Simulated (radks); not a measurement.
Problem. These are the eigenvalues of the occupied orbitals of an atom or ion with whole-number occupations (eV). Method: Dirac Kohn-Sham, relativistic LDA (MacDonald-Vosko exchange, VWN5 correlation), spin-unpolarised, spherical densities, finite nucleus; Fermi nuclear charge, rms radius of each element as measured or else 0.836 A^(1/3) + 0.57 fm; computed with a radial shooting solver on a logarithmic mesh with Libxc functionals.

| orbital | eigenvalue |
|---|---|
| 1s1/2 | -27272.97 |
| 2s1/2 | -4816.431 |
| 2p1/2 | -4556.566 |
| 2p3/2 | -4364.569 |
| 3s1/2 | -1528.176 |
| 3p1/2 | -1426.238 |
| 3p3/2 | -1387.225 |
| 3d3/2 | -1213.993 |
| 3d5/2 | -1205.522 |

Which element is it, and in what charge state? The configuration may be excited. Open shells, if any, fill j = l - 1/2 first.

Solution. Z = 48, cadmium, charge +24: Cd24+ in [Ar] 3d6. The list shows which subshells hold electrons but not how many an open one holds; the 1s level, -1002.3 hartree, gives Z - s = 44.8 by -(Z - s)^2/2, which with screening and relativity narrows Z to a few neighbours, and the depths of the outer levels then fix element, charge and occupations together.
